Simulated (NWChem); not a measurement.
Everything below was run with NWChem. System: C6H5, charge 1, spin multiplicity 3, at the geometry of a parent with another charge or spin, in a state set for the comparison that need not be this species' ground state. Its SCF solution wasn't tested for a lower state. Level: UMP2/def2-SVP, 6 core orbitals frozen.

The NWChem input:

```
start mol
memory heap 200 mb stack 900 mb global 1100 mb
charge 1
geometry units angstroms nocenter noautoz
  C      0.000000     0.000000    -1.405839
  C     -1.233525     0.000000    -0.777301
  C     -1.221200     0.000000     0.635959
  C      0.000000     0.000000     1.331615
  C      1.221200     0.000000     0.635959
  C      1.233525     0.000000    -0.777301
  H     -2.184534     0.000000    -1.333865
  H     -2.174772     0.000000     1.188431
  H      0.000000     0.000000     2.432315
  H      2.174772     0.000000     1.188431
  H      2.184534     0.000000    -1.333865
  symmetry group C2v
end
basis spherical
  * library def2-svp
end
scf
  uhf
  nopen 2
  maxiter 100
  thresh 1e-7
  semidirect memsize 60000000 filesize 0
  # guess.movecs holds the orbitals of an unrestricted PBE0 run
  vectors input guess.movecs output mol.movecs
end
mp2
  freeze core 6
end
task mp2 energy
```

NWChem printed:

```
             Northwest Computational Chemistry Package (NWChem) 7.3.0
             --------------------------------------------------------

                                NWChem Input Module
                                -------------------

 Scaling coordinates for geometry "geometry" by  1.889725989
 (inverse scale =  0.529177249)

 Turning off AUTOSYM since
 SYMMETRY directive was detected!

                             Geometry "geometry" -> ""
                             -------------------------

 Output coordinates in angstroms (scale by  1.889725989 to convert to a.u.)

  No.       Tag          Charge          X              Y              Z
 ---- ---------------- ---------- -------------- -------------- --------------
    1 C                    6.0000     0.00000000     0.00000000    -1.40583900
    2 C                    6.0000    -1.23352500     0.00000000    -0.77730100
    3 C                    6.0000    -1.22120000     0.00000000     0.63595900
    4 C                    6.0000     0.00000000     0.00000000     1.33161500
    5 C                    6.0000     1.22120000     0.00000000     0.63595900
    6 C                    6.0000     1.23352500     0.00000000    -0.77730100
    7 H                    1.0000    -2.18453400     0.00000000    -1.33386500
    8 H                    1.0000    -2.17477200     0.00000000     1.18843100
    9 H                    1.0000     0.00000000     0.00000000     2.43231500
   10 H                    1.0000     2.17477200     0.00000000     1.18843100
   11 H                    1.0000     2.18453400     0.00000000    -1.33386500

 Effective nuclear repulsion energy (a.u.)     192.9296313299

            Nuclear Dipole moment (a.u.)
            ----------------------------
        X                 Y               Z
 ---------------- ---------------- ----------------
     0.0000000000     0.0000000000    -0.0000018897

      Symmetry information
      --------------------

 Group name             C2v
 Group number             16
 Group order               4
 No. of unique centers     7

      Symmetry unique atoms

     1    2    3    4    7    8    9


 Summary of "ao basis" -> "" (spherical)
 ------------------------------------------------------------------------------
       Tag                 Description            Shells   Functions and Types
 ---------------- ------------------------------  ------  ---------------------
 *                          def2-svp                  on all atoms

 Summary of "ao basis" -> "ao basis" (spherical)
 ------------------------------------------------------------------------------
       Tag                 Description            Shells   Functions and Types
 ---------------- ------------------------------  ------  ---------------------
 C                          def2-svp                 6       14   3s2p1d
 H                          def2-svp                 3        5   2s1p

                                 NWChem SCF Module
                                 -----------------

  ao basis        = "ao basis"
  functions       =   109
  atoms           =    11
  alpha electrons =    21
  beta  electrons =    19
  charge          =   1.00
  wavefunction    = UHF
  use symmetry    = T
  symmetry adapt  = T

 Summary of "ao basis" -> "ao basis" (spherical)
 ------------------------------------------------------------------------------
       Tag                 Description            Shells   Functions and Types
 ---------------- ------------------------------  ------  ---------------------
 C                          def2-svp                 6       14   3s2p1d
 H                          def2-svp                 3        5   2s1p

      Symmetry analysis of basis
      --------------------------

        a1         45
        a2         12
        b1         35
        b2         17

 Forming initial guess at       0.1s

   Symmetry analysis of molecular orbitals - initial alpha
   -------------------------------------------------------

  Numbering of irreducible representations:

     1 a1          2 a2          3 b1          4 b2

  Orbital symmetries:

     1 a1          2 a1          3 b1          4 a1          5 a1
     6 b1          7 a1          8 a1          9 b1         10 b1
    11 a1         12 a1         13 b1         14 a1         15 b1
    16 a1         17 b2         18 b1         19 b2         20 a2
    21 a1         22 b2         23 a2         24 a1         25 b2
    26 b1         27 a1         28 b1         29 a1         30 a1
    31 b1

   Symmetry analysis of molecular orbitals - initial beta
   ------------------------------------------------------

  Numbering of irreducible representations:

     1 a1          2 a2          3 b1          4 b2

  Orbital symmetries:

     1 a1          2 a1          3 b1          4 a1          5 a1
     6 b1          7 a1          8 b1          9 a1         10 b1
    11 a1         12 a1         13 b1         14 a1         15 b1
    16 a1         17 b2         18 b1         19 a2         20 b2
    21 a1         22 a2         23 b2         24 a1         25 b1
    26 b2         27 a1         28 b1         29 a1         30 a1
    31 b1

 Starting SCF solution at       0.1s

 ----------------------------------------------
         Quadratically convergent UHF

 Convergence threshold     :          1.000E-07
 Maximum no. of iterations :          100
 Integral*density screening:          1.000E-09
 ----------------------------------------------

              iter       energy          gnorm     gmax       time
             ----- ------------------- --------- --------- --------
[...]
  ----- ------------  ---------------      ----- ------------  ---------------
    47      0.323888   4 C  py               50      0.312440   4 C  py
     5     -0.215386   1 C  py               22     -0.180432   2 C  py
    78     -0.180432   6 C  py               33      0.178266   3 C  py
    61      0.178266   5 C  py               36      0.176736   3 C  py
    64      0.176736   5 C  py               19     -0.174995   2 C  py

 Vector   21  Occ=0.000000D+00  E=-9.092798D-02  Symmetry=a1
              MO Center=  7.7D-14,  3.5D-17, -1.6D+00, r^2= 2.5D+00
   Bfn.  Coefficient  Atom+Function         Bfn.  Coefficient  Atom+Function
  ----- ------------  ---------------      ----- ------------  ---------------
     9      0.503357   1 C  pz                3     -0.445063   1 C  s
     6      0.398263   1 C  pz               31     -0.325000   3 C  s
    59     -0.325000   5 C  s                91      0.234482   8 H  s
   101      0.234482  10 H  s                86      0.182679   7 H  s
   106      0.182679  11 H  s                45     -0.174091   4 C  s

 Vector   22  Occ=0.000000D+00  E=-6.525615D-02  Symmetry=a2
              MO Center=  1.5D-16, -3.3D-19,  1.3D-01, r^2= 3.7D+00
   Bfn.  Coefficient  Atom+Function         Bfn.  Coefficient  Atom+Function
  ----- ------------  ---------------      ----- ------------  ---------------
    36      0.534425   3 C  py               64     -0.534425   5 C  py
    22     -0.449107   2 C  py               78      0.449107   6 C  py
    33      0.300887   3 C  py               61     -0.300887   5 C  py
    19     -0.258768   2 C  py               75      0.258768   6 C  py

 center of mass
 --------------
 x =   0.00000000 y =   0.00000000 z =  -0.05211749

 moments of inertia (a.u.)
 ------------------
         291.182037436330           0.000000000000           0.000000000000
           0.000000000000         617.799679964724           0.000000000000
           0.000000000000           0.000000000000         326.617642528394

  Mulliken analysis of the total density
  --------------------------------------

    Atom       Charge   Shell Charges
 -----------   ------   -------------------------------------------------------
    1 C    6     5.80   1.99  0.96  0.21  1.89  0.71  0.04
    2 C    6     6.03   1.99  0.90  0.29  2.00  0.80  0.04
    3 C    6     6.04   1.99  0.90  0.28  2.00  0.83  0.04
    4 C    6     5.83   1.99  0.95  0.23  1.93  0.68  0.05
    5 C    6     6.04   1.99  0.90  0.28  2.00  0.83  0.04
    6 C    6     6.03   1.99  0.90  0.29  2.00  0.80  0.04
    7 H    1     0.84   0.72  0.10  0.03
    8 H    1     0.85   0.72  0.10  0.03
    9 H    1     0.84   0.73  0.09  0.03
   10 H    1     0.85   0.72  0.10  0.03
   11 H    1     0.84   0.72  0.10  0.03

  Mulliken analysis of the alpha density
  --------------------------------------

    Atom       Charge   Shell Charges
 -----------   ------   -------------------------------------------------------
    1 C    6     3.77   1.00  0.56  0.18  1.40  0.62  0.02
    2 C    6     2.78   0.99  0.44  0.11  0.91  0.30  0.03
    3 C    6     3.17   0.99  0.46  0.15  1.08  0.46  0.02
    4 C    6     3.21   0.99  0.48  0.16  1.11  0.44  0.03
    5 C    6     3.17   0.99  0.46  0.15  1.08  0.46  0.02
    6 C    6     2.78   0.99  0.44  0.11  0.91  0.30  0.03
    7 H    1     0.44   0.37  0.05  0.01
    8 H    1     0.42   0.36  0.05  0.01
    9 H    1     0.40   0.35  0.04  0.01
   10 H    1     0.42   0.36  0.05  0.01
   11 H    1     0.44   0.37  0.05  0.01

   Mulliken analysis of the beta density
   -------------------------------------

    Atom       Charge   Shell Charges
 -----------   ------   -------------------------------------------------------
    1 C    6     2.03   1.00  0.40  0.03  0.49  0.09  0.02
    2 C    6     3.25   0.99  0.46  0.18  1.09  0.50  0.02
    3 C    6     2.87   0.99  0.44  0.12  0.91  0.37  0.02
    4 C    6     2.63   1.00  0.47  0.07  0.83  0.24  0.02
    5 C    6     2.87   0.99  0.44  0.12  0.91  0.37  0.02
    6 C    6     3.25   0.99  0.46  0.18  1.09  0.50  0.02
    7 H    1     0.40   0.35  0.04  0.01
    8 H    1     0.43   0.37  0.05  0.01
    9 H    1     0.44   0.37  0.05  0.01
   10 H    1     0.43   0.37  0.05  0.01
   11 H    1     0.40   0.35  0.04  0.01

   Mulliken analysis of the spin density
   -------------------------------------

    Atom       Charge   Shell Charges
 -----------   ------   -------------------------------------------------------
    1 C    6     1.75   0.00  0.16  0.15  0.91  0.53 -0.01
    2 C    6    -0.47  -0.00 -0.02 -0.07 -0.18 -0.21  0.01
    3 C    6     0.30  -0.00  0.02  0.03  0.17  0.08 -0.00
    4 C    6     0.58  -0.00  0.00  0.09  0.28  0.20  0.00
    5 C    6     0.30  -0.00  0.02  0.03  0.17  0.08 -0.00
    6 C    6    -0.47  -0.00 -0.02 -0.07 -0.18 -0.21  0.01
    7 H    1     0.04   0.03  0.01 -0.00
    8 H    1    -0.02  -0.01 -0.01  0.00
    9 H    1    -0.04  -0.02 -0.01  0.00
   10 H    1    -0.02  -0.01 -0.01  0.00
   11 H    1     0.04   0.03  0.01 -0.00

       Multipole analysis of the density wrt the origin
       ------------------------------------------------

     L   x y z        total         alpha         beta         nuclear
     -   - - -        -----         -----         ----         -------
     0   0 0 0      1.000000    -21.000000    -19.000000     41.000000

     1   1 0 0      0.000000     -0.000000      0.000000      0.000000
     1   0 1 0      0.000000      0.000000      0.000000      0.000000
     1   0 0 1      0.623585      1.431195     -0.807608     -0.000002

     2   2 0 0    -15.323026   -106.689558   -105.608392    196.974924
     2   1 1 0     -0.000000     -0.000000      0.000000      0.000000
     2   1 0 1     -0.000000      0.000000     -0.000000      0.000000
     2   0 2 0    -26.403637    -14.587016    -11.816621      0.000000
     2   0 1 1     -0.000000     -0.000000      0.000000      0.000000
     2   0 0 2    -16.281782   -101.806776    -81.959578    167.484572

                   NWChem MP2 Semi-direct Energy/Gradient Module
                   ---------------------------------------------

  Basis functions       =    109
  Molecular orbitals    =    109
  Frozen core           =      6
  Frozen virtuals       =      0
  Active alpha occupied =     15
  Active beta occupied  =     13
  Active alpha virtual  =     88
  Active beta virtual   =     90
  Use MO symmetry       = T
  Use skeleton AO sym   = T

  AO/Fock/Back tols     =   1.0D-09  1.0D-09  1.0D-09

 GA uses MA = F    GA memory limited = T

 Available:
  local mem=  1.26D+08
 global mem=  1.44D+08
 local disk=  0.00D+00
  mp2_memr nvloc                    88
  nvloc new                    88
   1 passes of  15:        3145728                      57897                  26364950.
   1 passes of  15: M    126151490           G      144155438           F     123005762.

 Semi-direct pass number   1 of   1  for UHF alpha       at        5.8s
  vrange nnbf                  5870
  mp2_eaftype                   100  avail_ma_in_mb                  1099
 EAF : mp2_eaftype filesize         100   13182475.
  mp2_eaf for mointskh                    100
Node 0 wrote     62.0 Mb in      0.0 s     Agg I/O rate:  1904.6 Mb/s
 Done moints_semi at        9.3s
  mp2_eaftype                   100  avail_ma_in_mb                   999
 EAF : mp2_eaftype filesize         100   13182475.
  mp2_eaf for kh                   100
 Done maket at        9.7s
 Done multipass loop at        9.7s

 GA uses MA = F    GA memory limited = T

 Available:
  local mem=  1.26D+08
 global mem=  1.44D+08
 local disk=  0.00D+00
  mp2_memr nvloc                    90
  nvloc new                    90
   1 passes of  13:        3145728                      54072                  23371250.
   1 passes of  13: M    126151490           G      144155438           F     123005762.

 Semi-direct pass number   1 of   1  for UHF beta        at        9.7s
  vrange nnbf                  5870
  mp2_eaftype                    89  avail_ma_in_mb                  1099
 EAF : mp2_eaftype filesize          89   11685625.
  mp2_eaf for mointskh                     89
Node 0 wrote     54.9 Mb in      0.0 s     Agg I/O rate:  2494.7 Mb/s
 Done moints_semi at       12.8s
  mp2_eaftype                    89  avail_ma_in_mb                  1010
 EAF : mp2_eaftype filesize          89   11685625.
  mp2_eaf for kh                    89
 Done maket at       13.1s
 Done multipass loop at       13.1s

          -------------------------------------------
          SCF energy                -229.588515620793
          Correlation energy          -0.689078093171
          Singlet pairs                0.000000000000
          Triplet pairs                0.000000000000
          Total MP2 energy          -230.277593713964
          -------------------------------------------

          ---------------------------------------------------
                    Spin Component Scaled (SCS) MP2
          Same spin pairs                     -0.178283211158
          Same spin scaling factor             0.333333333333
          Opposite spin pairs                 -0.510794882013
          Opposite spin scaling fact.          1.200000000000
          SCS-MP2 correlation energy          -0.672381595468
          Total SCS-MP2 energy              -230.260897216261
          ---------------------------------------------------

 -----------------------
 Performance information
 -----------------------

 Timer overhead =  1.95D-07 seconds/call

               Nr. of calls         CPU time (s)                 Wall time (s)                GFlops
             ---------------    -------------------     ------------------------------   -------------------
Name         Min   Avg   Max    Min     Avg     Max     Min     Avg     Max   Mx/calls   Min     Max     Sum
mp2: moin     2     2     2    6.5     6.5     6.5      6.5     6.5     6.5     3.3      0.0     0.0     0.0
mp2: make     2     2     2   0.76    0.76    0.76     0.76    0.76    0.76    0.38      0.0     0.0     0.0
mp2: tota     1     1     1    7.3     7.3     7.3      7.3     7.3     7.3     7.3      0.0     0.0     0.0

 The average no. of pstat calls per process was 5.00D+00
 with a timing overhead of 9.75D-07s

 Task  times  cpu:       13.1s     wall:       13.1s

 Total times  cpu:       13.2s     wall:       13.2s
```
